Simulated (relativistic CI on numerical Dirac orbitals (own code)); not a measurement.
Hyperfine structure of Tb49+, mass number 159

Computed by Dirac-Coulomb-Breit CI, separate exchange-only KLI orbitals for each configuration, QED by a radiative potential, unscaled Slater integrals (own radial code, finite nucleus).

Configuration list (outside the closed core [Ne]): 3s2.3p4, 3s.3p5, 3s2.3p3.3d, 3p6, 3s.3p4.3d, 3p5.3d, 3s.3p3.3d2, 3s2.3p2.3d.4p, 3p5.4s, 3s.3p3.3d.4s, 3s2.3p3.4s, 3p5.4p, 3s2.3p2.3d2, 3s2.3p.3d3, 3s.3p2.3d3, 3s2.3p.3d2.4s, 3p4.3d2, 3p3.3d3, 3p3.3d2.4s, 3s2.3p2.3d.4s, 3s.3p2.3d2.4s, 3s2.3p.3d.4s2. Double excitations out of closed p, d and f shells are left out; levels of such configurations are missing from the list, as are those of other unlisted configurations, and high levels can miss mixing partners.

Nuclear spin I = 3/2, μ = 2.009 μN, Q = 1.432 b (tables of Stone and Pyykkö). The electronic factors are computed for point nuclear moments, without core polarisation or the Bohr-Weisskopf and QED corrections.

```json
{"Level": "3s2.3p4 3P_2", "E (cm⁻¹)": "0", "A (GHz)": "179.4", "B (GHz)": "39.9"}
{"Level": "3s2.3p4 3P_1", "E (cm⁻¹)": "1495360", "A (GHz)": "-113.5", "B (GHz)": "-189"}
{"Level": "3s2.3p4 1D_2", "E (cm⁻¹)": "1564632", "A (GHz)": "480.6", "B (GHz)": "-418"}
{"Level": "3s.3p5 3P°_2", "E (cm⁻¹)": "2717894", "A (GHz)": "1015", "B (GHz)": "-347"}
```

Levels with J = 0, under 50 % of one LS term, or S terms without an open s electron are left out. Small factors come from cancelling terms and can be off by tens of per cent or more.

At this charge energies of transitions that change n are usually good to better than 1 %, and those within a shell (Δn = 0) to a few per cent.

**Question.** Give the hyperfine levels of 3s2.3p4 3P_2 relative to its centre of gravity.

**Answer.** With K = F(F + 1) − I(I + 1) − J(J + 1), E = AK/2 + B[¾K(K + 1) − I(I + 1)J(J + 1)]/[2I(2I − 1)J(2J − 1)]: F = 1/2: -772.6, F = 3/2: -538.3, F = 5/2: -114.6, F = 7/2: 548.3 GHz.

LS names give the leading component of a level, which can be under half, so a name can repeat, a term be missing and a line seem to break the LS rules.
